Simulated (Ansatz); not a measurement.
`N#CB(F)F` + HCl → `N#CB(F)Cl` + H–F at 500 K and 1 bar (ligand exchange at a B–F bond).

Calculated with Ansatz (gas phase, PBE0-D4/def2-TZVP geometries, no zero-point term in ΔE). CCSD(T)/CBS adds triple-zeta CCSD(T) − MP2 to the extrapolated MP2 energy (def2 sets, frozen cores). This one scheme is used for every species.

```csv
species,CCSD(T)/CBS energy (Eh),H − E (kJ/mol),S (J/(mol·K))
`N#CB(F)F`,-317.24121,77.4,328.0
HCl,-460.38127,32.5,201.9
`N#CB(F)Cl`,-677.20405,74.6,347.2
H–F,-100.39570,39.4,188.7
```

H − E and S are ideal-gas, rigid-rotor, harmonic terms from PBE0-D4/def2-TZVP. 1 Eh = 2625.50 kJ/mol, R = 8.31446 J/(mol·K).

Task: By hand: ΔE, ΔH, ΔS and ΔG.

Result: ΔE = (-677.20405) + (-100.39570) − (-317.24121) − (-460.38127) = 0.02273 Eh = 59.7 kJ/mol. Δ(H − E) = 74.6 + 39.4 − 77.4 − 32.5 = 4.1, so ΔH = 63.8 kJ/mol. ΔS = 347.2 + 188.7 − 328.0 − 201.9 = 6.0 J/(mol·K). ΔG = 63.8 − 500 × (6.0)/1000 = 60.8 kJ/mol.

Task: By hand: the equilibrium constant, and the temperature at which ΔG would vanish if ΔH and ΔS stayed fixed.

Result: log₁₀ K = −ΔG/(RT ln 10) = -6.4. ΔG = 0 at ΔH/ΔS = 10633 K, far beyond where these terms or the molecules hold.

The number of gas molecules stays the same, so ΔS is small and ΔH decides. A doubt of 5 kJ/mol in ΔE shifts log₁₀ K by 0.5 here. These are equilibria of isolated gas molecules and say nothing of rates. Largest T1 diagnostic: 0.014 (customary marks: 0.02 for closed shells, 0.045 for open ones).
